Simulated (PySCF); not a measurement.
SMILES CC(C)[SiH2]O[SiH3] at its GFN2-xTB optimised geometry (Å):

```
18

C      0.8506    -1.1418     1.1817
C      1.3768    -0.3279     0.0000
C      2.9037    -0.3279     0.0000
Si     0.6841     1.4496     0.0000
O     -0.9364     1.4149    -0.0089
Si    -2.4529     0.8954     0.2155
H      1.1815    -0.7071     2.1234
H      1.2140    -2.1685     1.1364
H     -0.2377    -1.1632     1.1789
H      1.0462    -0.8301    -0.9174
H      3.2852     0.1450     0.9025
H      3.2917    -1.3453    -0.0395
H      3.2902     0.2192    -0.8568
H      1.0466     2.1638    -1.2237
H      1.0730     2.1685     1.2146
H     -2.6351    -0.3216    -0.5764
H     -3.2917     1.9947    -0.2513
H     -2.6305     0.6206     1.6415
```

Level of theory: B3LYP/def2-SVP run with PySCF. Cells within 0.4 Å of a nucleus heavier than hydrogen are left out (blank, or x).

Map of the deformation density (molecule minus spherical neutral atoms) (e/bohr³) on the plane z = 0.0 Å:

```
|1111111111111111111111111111111|
|1111111111111111111111111111111|
|1111111111111111111111111111111|
|1111111111111111111111111111111|
|1111111111111111111111111111111|
|1111111111111111111111111111111|
|1111111111111111111111111111111|
|1111111111111111111111111111111|
|1111111111111110001111111111111|
|1111123321112210001111111111111|
|11111376311365310x0001111111111|
|111112552024xx51xx1000111111111|
|11111121xx15xx410x1100011111111|
|11111000xx023221135310001111111|
|1111100221011110147521012111111|
|1111111353111110127x443x3101111|
|111111133211111000xx77xxx001111|
|1111111121111110013323376211111|
|1111111111111110011000279311111|
|1111111111111111000000134111111|
|1111111111111111100011111111111|
|1111111111111111111111111111111|
|1111111111111111111111111111111|
|1111111111111111111111111111111|
|1111111111111111111111111111111|
|1111111111111111111111111111111|
|1111111111111111111111111111111|
|1111111111111111111111111111111|
|1111111111111111111111111111111|
|1111111111111111111111111111111|
|1111111111111111111111111111111|
```
Scale: ten equal steps from -0.019 (start of '0') to 0.093 (end of '9'), in the order '0123456789'; x runs from -5.50 to 5.50, y from -5.50 (bottom) to 5.50 (top).
